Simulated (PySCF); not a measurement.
PySCF job for C3H7BO2, SMILES CB(C)OC=O, TDA-PBE/def2-SVPD. The structure is a stationary point at B3LYP-D3(BJ)/def2-SVP. One conformer was computed; it need not be the lowest.

```python
import numpy as np
from pyscf import gto, scf, dft, tdscf

mol = gto.M(
    atom='''
    C    -1.72076521    1.53948634   -0.17455403
    B    -0.73434943    0.33978769    0.04759612
    C    -1.21366556   -1.14504538    0.21230106
    O     0.61899092    0.69253224    0.12080893
    C     1.68534028   -0.13687146    0.09800194
    O     1.69893023   -1.25752685   -0.31998064
    H    -2.47835984    1.29152625   -0.93775738
    H    -1.22370774    2.48255587   -0.44517268
    H    -2.28991826    1.70603789    0.75968834
    H    -0.64481570   -1.70602716    0.97026356
    H    -2.28970886   -1.21427060    0.43267904
    H    -1.02711398   -1.67543876   -0.73936348
    H     2.57654516    0.39121807    0.50056208
    ''',
    basis='def2-SVPD',
    charge=0,
    spin=0,
    max_memory=1600,
    verbose=4,
)
mf = dft.RKS(mol, xc='pbe').density_fit(auxbasis='def2-universal-jkfit')
mf.grids.level = 3
mf.conv_tol = 1e-9
mf.max_cycle = 100
mf.kernel()
mf.grids = dft.Grids(mol).set(level=1).build(with_non0tab=True)  # coarser grid for the response kernel
td = tdscf.TDA(mf)
td.singlet = True
td.nstates = 10
td.conv_tol = 1e-4
td.positive_eig_threshold = 1e-6
td.kernel(x0=td.get_init_guess(mf, 15))
td.analyze()
tt = tdscf.TDA(mf)
tt.singlet = False
tt.nstates = 4
tt.conv_tol = 1e-4
tt.positive_eig_threshold = 1e-6
tt.kernel(x0=tt.get_init_guess(mf, 9))
tt.analyze(verbose=3)
```

Program output:

```
PySCF version 2.14.0

[INPUT] verbose = 4
[INPUT] num. atoms = 13
[INPUT] num. electrons = 46
[INPUT] charge = 0
[INPUT] spin (= nelec alpha-beta = 2S) = 0
[INPUT] symmetry False subgroup None
[INPUT] Mole.unit = angstrom
[INPUT] Symbol           X                Y                Z      unit          X                Y                Z       unit  Magmom
[INPUT]  1 C     -1.720765210000   1.539486340000  -0.174554030000 AA   -3.251774971580   2.909207555109  -0.329859310639 Bohr   0.0
[INPUT]  2 B     -0.734349430000   0.339787690000   0.047596120000 AA   -1.387719302430   0.642105674599   0.089943631392 Bohr   0.0
[INPUT]  3 C     -1.213665560000  -1.145045380000   0.212301060000 AA   -2.293495515217  -2.163822168399   0.401190859355 Bohr   0.0
[INPUT]  4 O      0.618990920000   0.692532240000   0.120808930000 AA    1.169723312393   1.308696266032   0.228295791102 Bohr   0.0
[INPUT]  5 C      1.685340280000  -0.136871460000   0.098001940000 AA    3.184831555898  -0.258649573669   0.185196826276 Bohr   0.0
[INPUT]  6 O      1.698930230000  -1.257526850000  -0.319980640000 AA    3.210512839444  -2.376381340787  -0.604675774763 Bohr   0.0
[INPUT]  7 H     -2.478359840000   1.291526250000  -0.937757380000 AA   -4.683421335721   2.440630895187  -1.772104619490 Bohr   0.0
[INPUT]  8 H     -1.223707740000   2.482555870000  -0.445172680000 AA   -2.312472485110   4.691350683231  -0.841254443339 Bohr   0.0
[INPUT]  9 H     -2.289918260000   1.706037890000   0.759688340000 AA   -4.327318359041   3.223944370231   1.435602902625 Bohr   0.0
[INPUT] 10 H     -0.644815700000  -1.706027160000   0.970263560000 AA   -1.218525073820  -3.223924093470   1.833532397046 Bohr   0.0
[INPUT] 11 H     -2.289708860000  -1.214270600000   0.432679040000 AA   -4.326922650390  -2.294638875111   0.817644885440 Bohr   0.0
[INPUT] 12 H     -1.027113980000  -1.675438760000  -0.739363480000 AA   -1.940964120912  -3.166120394881  -1.397194483705 Bohr   0.0
[INPUT] 13 H      2.576545160000   0.391218070000   0.500562080000 AA    4.868964699974   0.739295007281   0.945925239543 Bohr   0.0

nuclear repulsion = 219.781387408667
number of shells = 78
number of NR pGTOs = 256
number of NR cGTOs = 182
basis = def2-SVPD
ecp = {}


[settings echo left out]
init E= -293.709974253446
  HOMO = -0.35785227343482  LUMO = -0.122781411715093  gap/eV = 6.39660
cycle= 1 E= -293.108570563985  delta_E= 0.601  |g|= 1.04  |ddm|= 5.18
  HOMO = -0.091279634548433  LUMO = -0.00666864155285163  gap/eV = 2.30238
cycle= 2 E= -292.119504545566  delta_E= 0.989  |g|= 2.38  |ddm|= 4.67
  HOMO = -0.238970675759665  LUMO = -0.0750038824377808  gap/eV = 4.46176
cycle= 3 E= -293.274504635882  delta_E= -1.16  |g|= 0.536  |ddm|= 3.97
  HOMO = -0.249105134469541  LUMO = -0.0785250684339345  gap/eV = 4.64172
cycle= 4 E= -293.332450218033  delta_E= -0.0579  |g|= 0.162  |ddm|= 0.556
  HOMO = -0.249114421015826  LUMO = -0.0797679377107556  gap/eV = 4.60815
cycle= 5 E= -293.335643626756  delta_E= -0.00319  |g|= 0.0901  |ddm|= 0.18
  HOMO = -0.248554252834026  LUMO = -0.0786726578065364  gap/eV = 4.62271
cycle= 6 E= -293.337366813764  delta_E= -0.00172  |g|= 0.0119  |ddm|= 0.0851
  HOMO = -0.248299962650016  LUMO = -0.0783538241422059  gap/eV = 4.62447
cycle= 7 E= -293.337398475973  delta_E= -3.17e-05  |g|= 0.00359  |ddm|= 0.0169
  HOMO = -0.248648821991962  LUMO = -0.0785012156941862  gap/eV = 4.62995
cycle= 8 E= -293.337401656051  delta_E= -3.18e-06  |g|= 0.00084  |ddm|= 0.00528
  HOMO = -0.248657159306538  LUMO = -0.078499860582943  gap/eV = 4.63022
cycle= 9 E= -293.337401812595  delta_E= -1.57e-07  |g|= 0.000144  |ddm|= 0.00125
  HOMO = -0.248672792144605  LUMO = -0.0785119102204543  gap/eV = 4.63031
cycle= 10 E= -293.33740181778  delta_E= -5.19e-09  |g|= 4e-05  |ddm|= 0.000321
  HOMO = -0.248669961790224  LUMO = -0.0785089104676522  gap/eV = 4.63032
cycle= 11 E= -293.337401818146  delta_E= -3.66e-10  |g|= 2.09e-05  |ddm|= 8.08e-05
  HOMO = -0.24866953394377  LUMO = -0.0785094645595308  gap/eV = 4.63029
Extra cycle  E= -293.337401817997  delta_E= 1.48e-10  |g|= 3.23e-05  |ddm|= 5.99e-05
converged SCF energy = -293.337401817997
tot grids = 48384
Overwritten attributes  positive_eig_threshold  of <class 'pyscf.tdscf.rks.TDA'>


******** <class 'pyscf.tdscf.rks.TDA'> for <class 'pyscf.df.df_jk.DFRKS'> ********
nstates = 10 singlet
deg_eia_thresh = 1.000e-03
wfnsym = None
conv_tol = 0.0001
eigh lindep = 1e-12
eigh level_shift = 0
eigh max_cycle = 100


Excitation energies (eV)
[4.79457822 5.54612387 6.24420656 6.52301661 6.66002201 7.01822939
 7.20139873 7.27415778 7.35519887 7.442193  ]

** Singlet excitation energies and oscillator strengths **
Excited State   1:      4.79458 eV    258.59 nm  f=0.0019
      23 -> 24        0.70461
Excited State   2:      5.54612 eV    223.55 nm  f=0.0063
      22 -> 24       -0.69593
Excited State   3:      6.24421 eV    198.56 nm  f=0.0015
      23 -> 25        0.69922
Excited State   4:      6.52302 eV    190.07 nm  f=0.0084
      21 -> 24       -0.16411
      23 -> 26        0.68321
Excited State   5:      6.66002 eV    186.16 nm  f=0.0144
      20 -> 24        0.59300
      21 -> 24        0.34881
      23 -> 26        0.13873
Excited State   6:      7.01823 eV    176.66 nm  f=0.0402
      20 -> 24       -0.15209
      21 -> 24        0.30396
      22 -> 25        0.59424
Excited State   7:      7.20140 eV    172.17 nm  f=0.0933
      17 -> 24        0.13169
      18 -> 24        0.22835
      19 -> 24       -0.28852
      20 -> 24        0.21164
      21 -> 24       -0.30617
      22 -> 25        0.32566
      22 -> 26        0.26574
Excited State   8:      7.27416 eV    170.44 nm  f=0.0154
      19 -> 24       -0.59546
      20 -> 24       -0.11152
      21 -> 24        0.13152
      22 -> 26       -0.30779
Excited State   9:      7.35520 eV    168.57 nm  f=0.0692
      18 -> 24       -0.26003
      19 -> 24       -0.19880
      20 -> 24       -0.12105
      21 -> 24        0.15371
      22 -> 25       -0.12543
      22 -> 26        0.55381
      23 -> 27       -0.10818
Excited State  10:      7.44219 eV    166.60 nm  f=0.0533
      18 -> 24       -0.37716
      23 -> 27        0.58115

** Transition electric dipole moments (AU) **
state          X           Y           Z        Dip. S.      Osc.
  1         0.0968      0.0002     -0.0805      0.0159      0.0019
  2         0.1869     -0.0931      0.0504      0.0461      0.0063
  3         0.0451     -0.0512     -0.0707      0.0097      0.0015
  4         0.0618     -0.2190      0.0292      0.0526      0.0084
  5         0.2670     -0.1252     -0.0392      0.0885      0.0144
  6         0.4592     -0.1356     -0.0659      0.2336      0.0402
  7        -0.6095      0.3831      0.1028      0.5288      0.0933
  8         0.2693     -0.0681      0.0963      0.0864      0.0154
  9         0.4662      0.4081      0.0079      0.3839      0.0692
 10        -0.5169      0.0136     -0.1579      0.2923      0.0533

** Transition velocity dipole moments (imaginary part, AU) **
state          X           Y           Z        Dip. S.      Osc.
  1         0.0016      0.0130     -0.0044      0.0002      0.0007
  2         0.0214      0.0151     -0.0068      0.0007      0.0024
  3         0.0099     -0.0111     -0.0018      0.0002      0.0006
  4         0.0230     -0.0565     -0.0001      0.0037      0.0104
  5         0.0318     -0.0233      0.0019      0.0016      0.0042
  6         0.0740     -0.0041      0.0087      0.0056      0.0144
  7        -0.1100      0.0462     -0.0050      0.0143      0.0359
  8         0.0461     -0.0314     -0.0085      0.0032      0.0079
  9         0.0872      0.1141     -0.0080      0.0207      0.0510
 10        -0.1035     -0.0124     -0.0341      0.0120      0.0293

** Transition magnetic dipole moments (imaginary part, AU) **
state          X           Y           Z
  1         0.3120     -0.4894     -0.2281
  2         0.3668      0.2570      0.2105
  3        -0.2633     -0.5988     -0.1503
  4        -0.0228      0.2065     -0.1542
  5         0.3381      0.2135      0.0925
  6         0.7690     -0.2891      0.1877
  7         0.4776     -0.0274     -0.2298
  8         0.0166     -0.2485      0.1425
  9        -0.1958     -0.0121      0.4058
 10         0.0998      0.0951     -0.0383


******** <class 'pyscf.tdscf.rks.TDA'> for <class 'pyscf.df.df_jk.DFRKS'> ********
nstates = 4 triplet
deg_eia_thresh = 1.000e-03
wfnsym = None
conv_tol = 0.0001
eigh lindep = 1e-12
eigh level_shift = 0
eigh max_cycle = 100


Excitation energies (eV)
[4.37144228 5.18686923 5.8803732  6.03490802]

** Triplet excitation energies and oscillator strengths **
Excited State   1:      4.37144 eV    283.62 nm  f=0.0000
Excited State   2:      5.18687 eV    239.03 nm  f=0.0000
Excited State   3:      5.88037 eV    210.84 nm  f=0.0000
Excited State   4:      6.03491 eV    205.45 nm  f=0.0000
```

Self-consistency was reached.

Cost: roughly 70 core-seconds.
